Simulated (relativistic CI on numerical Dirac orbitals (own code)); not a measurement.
# Magnetism of Rh4+, 4d5, in a crystal field

Calculated by Dirac-Coulomb-Breit CI, separate exchange-only KLI orbitals for each configuration, model QED, valence Slater integrals scaled by 0.7, one configuration in a parametric crystal field (own radial code).

Field parameters in Wybourne normalisation: D3d B²₀ = −7Dσ, B⁴₀ = −14Dq − 21Dτ, B⁴₃ = −14√(10/7) Dq; D4h B²₀ = −7Ds, B⁴₀ = 21(Dq − Dt), B⁴₄ = 21√(5/14) Dq; Oh B⁴₀ = 21Dq, B⁴₄ = √(5/14) B⁴₀; Td as Oh with Dq negative (B⁴₀ = 21Dq, B⁴₄ = √(5/14) B⁴₀). The field is a parameter set, without covalency.

S is read from ⟨S²⟩ = S(S + 1).

Powder χT (cm³ K mol⁻¹) by Van Vleck's formula, with temperature-independent terms:

| Field | 2 K | 5 K | 10 K | 20 K | 50 K | 100 K | 200 K | 300 K |
| --- | --- | --- | --- | --- | --- | --- | --- | --- |
| D3d, 10Dq = 26200, Dσ = 940, Dτ = -60 cm⁻¹ | 0.477 | 0.478 | 0.481 | 0.486 | 0.502 | 0.528 | 0.58 | 0.632 |
| D3d, 10Dq = 30650, Dσ = 750, Dτ = 60 cm⁻¹ | 0.483 | 0.485 | 0.487 | 0.492 | 0.506 | 0.529 | 0.576 | 0.623 |
| D3d, 10Dq = 38750, Dσ = 1200, Dτ = -400 cm⁻¹ | 0.501 | 0.502 | 0.504 | 0.509 | 0.523 | 0.546 | 0.593 | 0.64 |
| D4h, 10Dq = 34100, Ds = 430, Dt = 1140 cm⁻¹ | 0.549 | 0.55 | 0.552 | 0.556 | 0.568 | 0.587 | 0.627 | 0.667 |
| Oh, 10Dq = 30850 cm⁻¹ | 0.476 | 0.478 | 0.481 | 0.486 | 0.501 | 0.527 | 0.579 | 0.63 |
| Oh, 10Dq = 38600 cm⁻¹ | 0.461 | 0.463 | 0.465 | 0.47 | 0.485 | 0.51 | 0.56 | 0.61 |
| Oh, 10Dq = 44100 cm⁻¹ | 0.453 | 0.454 | 0.457 | 0.462 | 0.477 | 0.501 | 0.551 | 0.6 |
| Td, 10Dq = -9350 cm⁻¹ | 4.31 | 4.33 | 4.33 | 4.33 | 4.33 | 4.33 | 4.33 | 4.33 |

(1) For Oh, 10Dq = 38600 cm⁻¹: what effective moment follows at 300 K?

## Answers

(1) μ_eff = √(8χT) = 2.21 μB. The ground level has S = 0.52; the spin-only moment for S = 1/2 is 1.73 μB. The difference comes from the orbital moment, spin-orbit mixing of terms and temperature-independent paramagnetism, all larger in this ionic model than in covalent complexes.
